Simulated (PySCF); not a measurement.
IRb, singlet, at a GFN2-xTB geometry (such geometries of metal compounds can be far from the true shape) (all electrons, no relativity). Base run: TPSS/3-21G in PySCF.

Geometry (Å):
```xyz
2

Rb     0.0000     0.0000    -1.9153
I      0.0000     0.0000     1.3371
```
All else is at PySCF's defaults.

Each row names what was changed in the base input (with any setting that the change needs).

| change | E (Eh) | HOMO (eV) | HOMO-LUMO gap (eV) | dipole (D) |
|---|---|---|---|---|
| base | -9816.00776 | -4.00 | 1.90 | 12.74 |
| functional = blyp | -9816.56966 | -3.77 | 1.55 | 11.83 |
| functional = pw6b95 | (withheld) | (withheld) | (withheld) | (withheld) |
| functional = wb97x | (withheld) | (withheld) | (withheld) | (withheld) |
| functional = bp86 | -9817.39346 | -3.97 | 1.93 | 12.60 |
| functional = lc_wpbe | -9815.49067 | -7.32 | 6.68 | 14.02 |
| functional = r2scan | -9816.30590 | -4.06 | 2.45 | 13.34 |
| functional = m06 | (withheld) | (withheld) | (withheld) | (withheld) |
| functional = scan | -9817.12137 | -4.06 | 2.42 | 13.29 |
| functional = camb3lyp | -9816.94032 | -6.02 | 4.71 | 13.24 |
| functional = tpssh | -9816.08522 | -4.38 | 2.45 | 13.03 |
| functional = pw91,pw91 | -9817.05234 | -4.00 | 1.64 | 12.18 |
| functional = b3lyp | (withheld) | (withheld) | (withheld) | (withheld) |

Some entries are withheld; supply them.


- functional = pw6b95, E (Eh): -9819.90867
- functional = pw6b95, HOMO (eV): -4.93
- functional = pw6b95, HOMO-LUMO gap (eV): 3.06
- functional = pw6b95, dipole (D): 12.92
- functional = wb97x, E (Eh): -9816.67507
- functional = wb97x, HOMO (eV): -6.93
- functional = wb97x, HOMO-LUMO gap (eV): 6.56
- functional = wb97x, dipole (D): 13.80
- functional = m06, E (Eh): -9816.26029
- functional = m06, HOMO (eV): -4.77
- functional = m06, HOMO-LUMO gap (eV): 2.81
- functional = m06, dipole (D): 13.19
- functional = b3lyp, E (Eh): -9816.59598
- functional = b3lyp, HOMO (eV): -4.67
- functional = b3lyp, HOMO-LUMO gap (eV): 2.69
- functional = b3lyp, dipole (D): 12.66

Total energies compare only within one method and basis.
